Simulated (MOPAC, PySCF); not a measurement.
H₃InO₃, SMILES `[OH][In]([OH])[OH]`, neutral singlet in the gas phase. 

Z-matrix (Å, degrees):
```
In
O 1 1.9884
H 2 0.9639 1 111.87
O 1 1.9884 2 120.01 3 -0.04
H 4 0.9639 1 111.86 2 179.96
O 1 1.9884 2 119.99 3 179.96
H 6 0.9639 1 111.87 2 -0.04
```
Charge 0, multiplicity 1.

All levels are single points at this geometry (B3LYP-D3(BJ)/def2-TZVP); Pople sets use spherical d functions. Orbital energies aren't observables, and empty levels follow the basis.

HF/6-31G* (LANL2DZ on In) in PySCF gives HOMO (eV) = -12.80.

Question: Estimate the HOMO (eV) from each of these levels: B3LYP-D3(BJ)/def2-TZVP in PySCF; B3LYP/6-31G* (LANL2DZ on In) in PySCF; B3LYP/LANL2DZ in PySCF; SVWN5/6-31G* (LANL2DZ on In) in PySCF; AM1 in MOPAC.

Answer: 
```
level                                  HOMO (eV)
-------------------------------------  ---------
B3LYP-D3(BJ)/def2-TZVP in PySCF            -8.40
B3LYP/6-31G* (LANL2DZ on In) in PySCF      -7.79
B3LYP/LANL2DZ in PySCF                     -8.17
SVWN5/6-31G* (LANL2DZ on In) in PySCF      -6.47
AM1 in MOPAC                              -11.89
```
